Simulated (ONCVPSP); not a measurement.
## Ti: one change to an ONCV potential, before and after

Ti (Z = 22), optimised norm-conserving Vanderbilt (ONCV), made with ONCVPSP 4.0.1 (PBE, scalar-relativistic). Core [Ar], reference 3d2 4s1.5 4p0.5. Waves: 4s: rc 2.40 bohr, ncon 3, nbas 7, qcut 2.5 1/bohr, 2 projectors, debl 0.5 Ha; 4p: rc 4.00 bohr, ncon 4, nbas 7, qcut 1.9 1/bohr, 2 projectors, debl 0.3 Ha; 3d: rc 1.70 bohr, ncon 5, nbas 10, qcut 9.4 1/bohr, 3 projectors, debl 3.8 Ha. Local part: polynomial inside 1.65 bohr (lpopt 5, dvloc0 3 Ha). Core correction: Teter function fitted to the true core (icmod 2), fcfact 0.4.

All-electron outer shells of the reference configuration (PBE, scalar-relativistic, ld1.x):

| shell | level (eV) | outermost node (bohr) | outermost maximum (bohr) |
| --- | --- | --- | --- |
| 3s | -63.32 | 0.40 | 0.87 |
| 3p | -39.55 | 0.37 | 0.90 |
| 3d | -4.89 | – | 0.98 |
| 4s | -4.86 | 1.24 | 2.88 |
| 4p | -1.79 | 1.38 | 3.75 |

Change: fully relativistic.

Cutoffs: the cutoffs (Ha) at which the residual kinetic energy of the hardest occupied pseudo-wave falls to 1 and 0.1 mHa per electron; they do not see the model core or the augmentation charge, which bear on the density cutoff. Errors are all-electron minus pseudo energies relative to the spin-unpolarised reference configuration.

**Question.** Predict the effect on cutoff, ghosts and configuration errors.

**Answer.** The potential gets neither clearly harder nor softer (34 Ha and 38 Ha → 34 Ha and 38 Ha); of the 4 tests that both files solve, the error grows in 1 and shrinks in 1 by more than 15 % and 0.3 meV (median size 2.7 → 3.2 meV); neither file shows a bound ghost.

| quantity | base | changed |
| --- | --- | --- |
| cutoff, loose | 34 Ha | 34 Ha |
| cutoff, tight | 38 Ha | 38 Ha |
| loose cutoff by channel | s 2.6 Ha, p 0.8 Ha, d 34 Ha | s 2.6 Ha, p 0.8 Ha, d 34 Ha |
| bound ghosts | none | none |
| GHOST(+) flags under 300 eV | s at 36.7 eV | s at 36.7 eV |
| error for 3d2 4s2 4p0, meV [ΔE -1.52 eV] | +1.2 | +1.1 |
| error for 3d2 4s1 4p0, meV [ΔE 5.83 eV] | -2.4 | -1.9 |
| error for 3d2 4s0 4p0, meV [ΔE 19.40 eV] | +3.0 | +4.4 |
| error for 3d1 4s2 4p0, meV [ΔE 8.23 eV] | -226 | -227 |
| s: phases at 2.43 bohr within 0.05 rad from the reference energy up to (Ha; the scan ends near 5) | 1.2 | 1.2 |
| rms error of d²Exc/dni dnj with the model core, mHa | 6.46 | 7.51 |
